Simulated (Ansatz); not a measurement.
Species: sum formula IrO3H3, net charge 0, singlet state. 
Structure (B3LYP-D3(BJ)/def2-TZVP (Ansatz, a first-principles code) minimum search):
```
Ir
O 1 1.8470
H 2 0.9729 1 109.49
O 1 1.8470 2 120.51 3 93.29
H 4 0.9729 1 109.49 2 -93.29
O 1 1.8483 2 119.74 3 -86.58
H 6 0.9736 1 108.52 2 -90.07
```

Wanted: vertical ionisation energy (to the doublet state of charge +1; each state is the SCF solution reached for its spin; for the singlet the Hartree-Fock reference is unstable and T1 is 0.028), in eV. Correlated levels leave the core frozen unless marked. Open shells are spin-unrestricted. No spin-orbit coupling. The frozen core is the preceding noble-gas configuration, with the filled d and f shells of earlier blocks. Past Kr the def2 sets carry scalar-relativistic core potentials. Basis-set limits of correlation are two-point, X^-3; Hartree-Fock from the larger set. [CCSD(T)-MP2]/basis is that difference in the basis named.

```csv
level,program,vertical ionisation energy (eV)
PBE/def2-TZVPD,Ansatz,(withheld)
B3LYP/def2-TZVPD,Ansatz,(withheld)
BHLYP/def2-TZVPD,Ansatz,8.99
wB97M-V/def2-TZVPD,Ansatz,9.01
wB97X-V/def2-TZVPD,Ansatz,(withheld)
B2PLYP/def2-TZVPD,Ansatz,8.86
CCSD/def2-SVPD,Ansatz,(withheld)
"RI-MP2/CBS(def2-TZVPPD,def2-QZVPPD)+[CCSD(T)-MP2]/def2-TZVPPD",Ansatz,9.18
```

Complete the blanks.


- PBE/def2-TZVPD, vertical ionisation energy (eV): 8.75
- B3LYP/def2-TZVPD, vertical ionisation energy (eV): 9.00
- wB97X-V/def2-TZVPD, vertical ionisation energy (eV): 9.03
- CCSD/def2-SVPD, vertical ionisation energy (eV): 9.04
